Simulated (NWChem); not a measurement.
# Correlation energy of Br

SMILES: [Br]
```xyz
1

Br     0.0000     0.0000     0.0000
```
Charge 0, spin multiplicity 2.

Everything below was run with NWChem.

Basis set: def2-TZVP. Each correlation energy counts from its own Hartree-Fock reference.

The Hamiltonian is non-relativistic. The correlated methods keep 9 core orbitals frozen. The stability of the SCF solutions was not checked. Open-shell Hartree-Fock references start from PBE0 orbitals. No row is a measurement; the coupled-cluster row has its own basis-set and correlation limits.

Question: One of these methods gave a correlation energy of -245.2 mHa. Which?
A) SCS-UMP2
B) UMP2
C) CCSD on UHF
D) CCSD[T] on UHF

Answer: B, UMP2. The others give -230.3 (SCS-UMP2), -256.8 (CCSD on UHF), -263.8 (CCSD[T] on UHF).
